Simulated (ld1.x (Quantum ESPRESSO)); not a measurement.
W, PAW: configuration errors across variants

ld1.x (Quantum ESPRESSO) 7.5 input, shortened:

```
&input
   title='W', zed=74., rel=1, dft='PZ', iswitch=3,
   config='[Xe] 4f14 5d3 6s0 6p0'
 /
 &inputp
   pseudotype=3, lpaw=.true., tm=.true., lloc=-1, rcloc=2.10,
   nlcc=.true., new_core_ps=.true.,
   which_augfun='BESSEL', rmatch_augfun=1.20
 /
6
5S  1  0   2.00   0.00  1.35  1.45  0.0
6S  2  0   0.00   0.00  1.35  1.45  0.0
5P  2  1   6.00   0.00  1.80  2.05  0.0
6P  3  1   0.00   0.00  1.80  2.05  0.0
5D  3  2   3.00   0.00  1.95  2.20  0.0
5D  3  2   0.00  -2.00  1.95  2.20  0.0
 &test
   configts(1)='5s2 5p6 5d3 6s0 6p0'
 /
```

All-electron excitation energies from the reference (eV): (1) 5s2 5p6 5d4 6s2 6p0 -50.865; (2) 5s2 5p6 5d4 6s1 6p0 -41.731; (3) 5s2 5p6 5d4 6s0 6p0 -25.705; (4) 5s2 5p6 5d4.5 6s1.5 6p0 -50.168; (5) 5s2 5p5 5d4 6s2 6p0 -1.702; (6) 5s2 5p6 5d2 6s0 6p0 37.542; (7) 5s2 5p6 5d4 6s0 6p1 -36.175; (8) 5s2 5p6 5d3 6s0 6p0 spin -1.495; (9) 5s2 5p6 5d4 6s2 6p0 spin -52.799.

Spin tests fill each open shell by Hund’s rule, majority spin first.

The default core radius of the base comes out at 0.86 bohr.

The overlap operator is not positive definite (basis up to 400 Ry) in “local potential all-electron potential smoothed inside 1.14 bohr (lloc = -1)”. Such files are unfit for use, however small their errors in these radial tests.

Tests that are not counted but printed errors over 1 eV. “waves 5p (bound): rcut 1.80, rcutus 2.80 bohr; 6p (bound): rcut 1.80, rcutus 2.80 bohr”: 5s2 5p6 5d4 6s0 6p1 (solver errors, printed error -2.7 eV).

2 further variants failed, have other tests or too few solved ones, and are left out.

A true bound ghost makes a file unfit for plane-wave use even where its test errors are small: the radial tests pick states by their node count and pass the ghost by.

Errors AE − PS in meV (a dash: test not solved or not reliable):

| change | (1) | (2) | (3) | (4) | (5) | (6) | (7) | (8) | (9) | bound ghosts |
| --- | --- | --- | --- | --- | --- | --- | --- | --- | --- | --- |
| base | -1.1 | -3.9 | -5.9 | -7.8 | -65 | -29 | +1.6 | -13 | -17 | none |
| waves 5d (bound): rcut 1.95, rcutus 2.34 bohr; 5d channel at -2 Ry: rcut 1.95, rcutus 2.34 bohr | -3.6 | -8.1 | -12 | -13 | -68 | -35 | +1.0 | -13 | -22 | none |
| waves 5p (bound): rcut 1.80, rcutus 2.80 bohr; 6p (bound): rcut 1.80, rcutus 2.80 bohr | -0.7 | -6.7 | -11 | -10 | +13 | -40 | – | -14 | -20 | none |
| all radii but the core radius scaled by about 1.05 (s 1.52, p 2.14, d 2.30 bohr, rcut 1.42/1.88/2.04); local potential all-electron potential smoothed inside 2.20 bohr (lloc = -1); augmentation BESSEL, radius 1.26 bohr | +4.4 | -1.9 | -7.6 | -3.8 | -68 | -30 | -0.2 | -14 | -14 | none |
| waves 5s (bound): rcut 1.35, rcutus 1.44 bohr; 6s (bound): rcut 1.35, rcutus 1.44 bohr | -1.1 | -3.9 | -5.9 | -7.8 | -65 | -29 | +1.6 | -13 | -17 | none |
| local potential all-electron potential smoothed inside 1.14 bohr (lloc = -1) | +22 | +14 | +4.1 | +18 | -37 | -7.4 | +27 | +0.9 | +23 | s (p not tested, overlap not positive) |
| wave 5d channel at -2 Ry: rcut 1.95, rcutus 2.20 bohr becomes 5d channel at -2.18 Ry: rcut 1.95, rcutus 2.20 bohr | -0.4 | -3.2 | -5.4 | -6.7 | -64 | -28 | +2.4 | -13 | -15 | none |
| local potential all-electron potential smoothed inside 2.05 bohr (lloc = -2) | +1.0 | -2.8 | -6.1 | -6.1 | -63 | -29 | -5.0 | -13 | -14 | none |
| core correction a·sin(br)/r model core, default radius (ld1.x builds one for every PAW set, though the input has nlcc=.false.) | +6.3 | -0.7 | -6.1 | -1.6 | -63 | -31 | +3.6 | -13 | -12 | none |

Task: Give the same row for: augmentation BESSEL, radius 1.30 bohr.

Result: -0.8, -4.3, -7.0, -8.2, -69, -31, +1.7, -13, -17; bound ghosts: none.
